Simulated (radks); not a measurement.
The numbers below are computed, except where a source is named.
Orbital eigenvalues (eV) of the lithium ion Li+, [He], at several levels of relativity; Dirac values are averaged over j with weights 2j + 1. Spin-unpolarised spherical Kohn-Sham, PBE, point nucleus unless stated (finite: rms radius 2.444 fm), a radial shooting solver on a logarithmic mesh with Libxc functionals. A level marked "c x" has the speed of light scaled by that factor.

1s: non-rel. -60.409; scalar-rel., finite nucleus -60.415; Dirac -60.414; Dirac, c x 1.25 -60.412; change of magnitude, last against first (%) +0.01
